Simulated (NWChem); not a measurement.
System: CH6InNO; SMILES C[O][InH][NH2]

Input file for NWChem:

```
start job
memory heap 200 mb stack 900 mb global 1100 mb
geometry units angstroms noautoz
  In    -0.423119     0.451521     0.013969
  H     -1.898517     1.284383     0.179635
  O     -0.480144    -1.549773     0.140555
  C      0.635113    -2.371866     0.045761
  H      1.542322    -1.968159     0.543594
  H      0.423727    -3.346500     0.525692
  H      0.919751    -2.593708    -1.004320
  N      1.469412     1.145073    -0.122318
  H      1.653482     2.099438    -0.412322
  H      2.209041     0.531950    -0.448994
end
basis spherical
  In library 3-21g
  H library 3-21g
  O library 3-21g
  C library 3-21g
  N library 3-21g
end
dft
  xc hfexch
  iterations 150
  mulliken
end
task dft energy
```

Excerpt of the output:

```
             Northwest Computational Chemistry Package (NWChem) 7.3.0
             --------------------------------------------------------

 C1  symmetry detected

                             Geometry "geometry" -> ""
                             -------------------------

 Output coordinates in angstroms (scale by  1.889725989 to convert to a.u.)

  No.       Tag          Charge          X              Y              Z
 ---- ---------------- ---------- -------------- -------------- --------------
    1 In                  49.0000    -0.31668518     0.48085980    -0.00288040
    2 H                    1.0000    -1.74160680     1.40901165     0.07481198
    3 O                    8.0000    -0.51895480    -1.51479133     0.02740288
    4 C                    6.0000     0.54253977    -2.40948011    -0.00977593
    5 H                    1.0000     1.42767560    -2.09103530     0.58096316
    6 H                    1.0000     0.22486748    -3.38484939     0.40575784
    7 H                    1.0000     0.90259973    -2.60934993    -1.04094597
    8 N                    7.0000     1.62282090     1.04337012     0.05333727
    9 H                    1.0000     1.89532912     1.99298255    -0.17638462
   10 H                    1.0000     2.34536202     0.39273053    -0.23699105

 Effective nuclear repulsion energy (a.u.)     369.5111811131

  xc_inp: hfexch multiplicative factor not found.

                                 NWChem DFT Module
                                 -----------------

 Summary of "ao basis" -> "ao basis" (spherical)
 ------------------------------------------------------------------------------
       Tag                 Description            Shells   Functions and Types
 ---------------- ------------------------------  ------  ---------------------
 In                          3-21g                  13       31   6s5p2d
 H                           3-21g                   2        2   2s
 O                           3-21g                   5        9   3s2p
 C                           3-21g                   5        9   3s2p
 N                           3-21g                   5        9   3s2p

            General Information
            -------------------
          SCF calculation type: DFT
          Wavefunction type:  closed shell.
          No. of atoms     :    10
          No. of electrons :    76
           Alpha electrons :    38
            Beta electrons :    38
          Charge           :     0
          Spin multiplicity:     1
          Use of symmetry is: off; symmetry adaption is: off
          Maximum number of iterations: 150
          AO basis - number of functions:    70
                     number of shells:    40
          Convergence on energy requested:  1.00D-06
          Convergence on density requested:  1.00D-05
          Convergence on gradient requested:  5.00D-04

              XC Information
              --------------
                     Hartree-Fock (Exact) Exchange  1.000

      Superposition of Atomic Density Guess
      -------------------------------------

 Sum of atomic energies:       -5883.54990410

      Non-variational initial energy
      ------------------------------

 Total energy =   -5884.837697
 1-e energy   =   -8860.658975
 2-e energy   =    2606.310097
 HOMO         =      -0.317547
 LUMO         =      -0.010259

     ---------------------------------------------
      Total Density - Mulliken Population Analysis
     ---------------------------------------------

    Atom       Charge   Shell Charges
 -----------   ------   -------------------------------------------------------
    1 In  49    47.68   2.00  2.00  6.00  2.00  6.00  2.00  5.93  0.62  0.58  0.37  0.21 10.00  9.98
    2 H    1     1.09   0.35  0.74
    3 O    8     9.05   1.99  0.44  2.31  1.45  2.87
    4 C    6     6.22   1.99  0.39  1.42  1.03  1.39
    5 H    1     0.81   0.43  0.38
    6 H    1     0.81   0.44  0.37
    7 H    1     0.81   0.43  0.38
    8 N    7     8.33   1.99  0.41  1.97  1.31  2.65
    9 H    1     0.60   0.37  0.23
   10 H    1     0.61   0.37  0.24

   convergence    iter        energy       DeltaE   RMS-Dens  Diis-err
 ---------------- ----- ----------------- --------- --------- ---------
 d= 0,ls=0.0,diis     1  -5884.3747941825 -6.25D+03  1.13D-02  7.75D-01
 d= 0,ls=0.0,diis     2  -5884.4395946131 -6.48D-02  4.08D-03  3.11D-01
 d= 0,ls=0.0,diis     3  -5884.4676608081 -2.81D-02  9.85D-04  2.71D-03
 d= 0,ls=0.0,diis     4  -5884.4682827234 -6.22D-04  2.04D-04  2.79D-04
 d= 0,ls=0.0,diis     5  -5884.4683224551 -3.97D-05  9.45D-05  2.22D-05
  Resetting Diis
 d= 0,ls=0.0,diis     6  -5884.4683283414 -5.89D-06  3.64D-05  1.36D-06
 d= 0,ls=0.0,diis     7  -5884.4683289996 -6.58D-07  7.68D-06  1.44D-07

         Total DFT energy =    -5884.468328999580
      One electron energy =    -8862.985792505531
           Coulomb energy =     2784.950033252562
    Exchange-Corr. energy =     -175.943750859705
 Nuclear repulsion energy =      369.511181113093

 Numeric. integr. density =        0.000000000000

                       DFT Final Molecular Orbital Analysis
                       ------------------------------------

 Vector   36  Occ=2.000000D+00  E=-3.903116D-01
              MO Center=  2.5D-01, -9.5D-01,  4.2D-02, r^2= 4.1D+00
   Bfn.  Coefficient  Atom+Function         Bfn.  Coefficient  Atom+Function
  ----- ------------  ---------------      ----- ------------  ---------------
    66      0.312751   8 N  pz               42      0.299201   3 O  pz
    38      0.235376   3 O  pz               62      0.233126   8 N  pz
    40     -0.222401   3 O  px               41     -0.217533   3 O  py
    55     -0.190077   6 H  s                36     -0.174459   3 O  px
    37     -0.174030   3 O  py               57      0.167742   7 H  s

 Vector   37  Occ=2.000000D+00  E=-3.858747D-01
              MO Center= -5.0D-02, -1.6D+00,  2.7D-02, r^2= 2.0D+00
   Bfn.  Coefficient  Atom+Function         Bfn.  Coefficient  Atom+Function
  ----- ------------  ---------------      ----- ------------  ---------------
    42      0.372837   3 O  pz               38      0.291245   3 O  pz
    40      0.289911   3 O  px               53     -0.263163   5 H  s
    41      0.248583   3 O  py               36      0.226674   3 O  px
    37      0.199664   3 O  py               52     -0.170525   5 H  s
    57      0.160206   7 H  s                16     -0.130739   1 In py

 Vector   38  Occ=2.000000D+00  E=-3.665231D-01
              MO Center=  1.0D+00,  1.5D-01,  5.5D-02, r^2= 3.6D+00
   Bfn.  Coefficient  Atom+Function         Bfn.  Coefficient  Atom+Function
  ----- ------------  ---------------      ----- ------------  ---------------
    66      0.505416   8 N  pz               62      0.359002   8 N  pz
    42     -0.291664   3 O  pz               38     -0.219634   3 O  pz
    64      0.165511   8 N  px               57     -0.128746   7 H  s
    60      0.123000   8 N  px               40      0.117589   3 O  px
    41      0.109381   3 O  py               55      0.108034   6 H  s

 Vector   39  Occ=0.000000D+00  E= 6.998962D-02
              MO Center= -2.7D-01,  5.0D-01, -5.2D-01, r^2= 5.5D+00
   Bfn.  Coefficient  Atom+Function         Bfn.  Coefficient  Atom+Function
  ----- ------------  ---------------      ----- ------------  ---------------
    21      0.851437   1 In pz               18     -0.338087   1 In s
    66     -0.254136   8 N  pz               13     -0.200879   1 In pz
    17      0.194462   1 In pz               42     -0.164211   3 O  pz
    62     -0.137251   8 N  pz               33      0.114493   2 H  s
    51     -0.105146   4 C  pz               19     -0.103816   1 In px

 Vector   40  Occ=0.000000D+00  E= 1.183807D-01
              MO Center=  2.9D-01,  9.4D-01,  4.8D-01, r^2= 5.0D+00
   Bfn.  Coefficient  Atom+Function         Bfn.  Coefficient  Atom+Function
  ----- ------------  ---------------      ----- ------------  ---------------
    18      1.265261   1 In s                63     -0.663565   8 N  s
    33     -0.544123   2 H  s                19      0.474959   1 In px
    10     -0.241202   1 In s                20      0.227197   1 In py
    21      0.211968   1 In pz               39     -0.177598   3 O  s
    64      0.174494   8 N  px               48     -0.158891   4 C  s

 Vector   41  Occ=0.000000D+00  E= 1.506544D-01
              MO Center= -7.2D-01,  2.4D-01,  1.8D-02, r^2= 6.7D+00
   Bfn.  Coefficient  Atom+Function         Bfn.  Coefficient  Atom+Function
  ----- ------------  ---------------      ----- ------------  ---------------
    20      1.201082   1 In py               39      0.517827   3 O  s
    18     -0.309403   1 In s                19      0.303488   1 In px
    48      0.233785   4 C  s                41      0.156620   3 O  py
    68     -0.152940   9 H  s                63     -0.124448   8 N  s
    10      0.118322   1 In s                14     -0.101751   1 In s

     ---------------------------------------------
      Total Density - Mulliken Population Analysis
     ---------------------------------------------

    Atom       Charge   Shell Charges
 -----------   ------   -------------------------------------------------------
    1 In  49    47.79   2.00  2.00  6.00  2.00  6.00  2.00  5.94  0.59  0.85  0.22  0.24 10.00  9.98
    2 H    1     1.22   0.38  0.84
    3 O    8     8.81   1.99  0.40  2.08  1.50  2.84
    4 C    6     6.19   1.99  0.37  1.55  0.99  1.29
    5 H    1     0.87   0.48  0.39
    6 H    1     0.82   0.48  0.35
    7 H    1     0.86   0.48  0.38
    8 N    7     8.03   1.99  0.36  1.78  1.33  2.58
    9 H    1     0.70   0.44  0.25
   10 H    1     0.70   0.44  0.25

     -------------------------------------------
      Total Density - Lowdin Population Analysis
     -------------------------------------------

[...]
```

Level: Hartree-Fock/3-21G, non-relativistic. All runs use the structure optimised with PBE0/def2-SVP (def2 core potentials past Kr). Not confirmed as a minimum by frequencies.
